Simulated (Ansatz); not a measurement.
Calculated with Ansatz (gas phase, PBE0-D4/def2-TZVP geometries, no zero-point term in ΔE). CCSD(T)/CBS is the MP2 limit (def2-TZVPP, def2-QZVPP) plus CCSD(T) − MP2 in def2-TZVPP, frozen cores. This one scheme is used for every species. DFT in def2-TZVPP. B3LYP here is the variant with VWN-RPA as its local correlation; programs differ in this. def2 core potentials past Kr. For Te outer-core shells are correlated without core-valence functions, which leaves a few kJ/mol of doubt a bond. One conformer a species, not always the lowest.

`CC(C)(C)[Te][Si](Cl)(Cl)Cl` + H₂ → `Cl[Si](Cl)(Cl)[TeH]` + `CC(C)C`  (hydrogenolysis of a Te–C bond)

| level | ΔE (kJ/mol) | difference from CCSD(T)/CBS |
| --- | --- | --- |
| LDA (SPW92) | -42.1 | -7.6 |
| BHLYP-D4 | -51.9 | -17.4 |
| ωB97M-V | -47.7 | -13.2 |
| BLYP | -74.8 | -40.3 |
| r2SCAN | -51.0 | -16.5 |
| B3LYP | -77.0 | -42.5 |
| r2SCAN0 | -58.7 | -24.2 |
| HF/def2-SVP | -102.2 | -67.7 |
| CCSD(T)/def2-SVP | -52.2 | -17.7 |
| CCSD/def2-TZVPP | -53.5 | -19.0 |
| CCSD(T)/CBS | -34.5 | 0 |

Largest T1 diagnostic among the species: 0.010.

Leaving LDA and LC-ωPBE aside and taking each functional with its dispersion term where it has one, the values, not all of them listed here, spread over 27.2 kJ/mol, from B2PLYP to revPBE-D4. LDA lies +17.2 kJ/mol from PBE without D4. From BLYP to BHLYP (50 % exact exchange), in def2-TZVPP and without D4, ΔE moves by −7.6 kJ/mol.
